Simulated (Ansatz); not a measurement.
The same path of H3P + H6NO4Ta (16 atoms, charge 0, multiplicity 1) was run twice with different band settings. Lost on the way: P13–H16. Made: Ta1–P13, N2–H16.

The calculation used Ansatz, RKS PBE/def2-SVP.

Relaxed end points:

```xyz
16
Properties=species:S:1:pos:R:3
Ta 0.030 -0.252 -0.407
N 1.833 -1.051 -0.799
H 2.629 -1.043 -0.156
H 2.103 -1.425 -1.713
O 0.654 -0.087 1.453
H 0.897 -0.721 2.147
O -0.549 -0.791 -2.159
H -1.003 -1.561 -2.538
O -0.138 1.647 -0.584
H 0.216 2.291 0.074
O -1.460 -1.350 0.272
H -1.635 -1.355 1.230
P 1.126 2.996 2.167
H 0.398 2.482 3.291
H 1.446 4.246 2.809
H 2.362 2.369 2.538
```

```xyz
16
Properties=species:S:1:pos:R:3
Ta -0.250 0.313 0.207
N 2.010 -0.562 0.361
H 2.152 -1.179 1.173
H 2.282 -1.090 -0.480
O -0.355 0.016 2.140
H -0.114 0.610 2.870
O 0.300 0.957 -1.522
H 0.657 1.769 -1.914
O -1.998 1.115 0.086
H -2.660 1.100 0.799
O -0.526 -1.569 -0.179
H -0.289 -2.390 0.283
P 1.029 2.500 1.094
H 1.900 1.924 2.094
H 2.110 2.654 0.147
H 2.662 0.227 0.468
```

Common settings: spring 5.0 eV/Å²; optimiser quadratic models (default); start path through a guess of the saddle point; force threshold 0.05 eV/Å; iteration limit 60; end points relaxed.

| run | movable images | climbing image |
| --- | --- | --- |
| 1 | 9 | yes |
| 2 | 1 | no |

Task: What does each run give, and how far can it be trusted?

Result: Run 1: not converged after 60 iterations, highest image 0.781 eV above the first end. The band didn't meet its force threshold, so its energies are provisional: the largest band force was still 0.29 eV/Å, and over the last iterations the top stayed at 0.78 eV. Neighbouring images lie up to 2.0 Å apart, so the band is torn or far too coarse.
Run 2: converged after 31 iterations, highest image 0.000 eV above the first end. The highest image is an end point: on this band no image between the ends rises above it. So few images can step over the top or miss a turn of the path.
The orbitals stay closed-shell, which can raise the energy where a bond breaks towards radicals; this wasn't checked here.
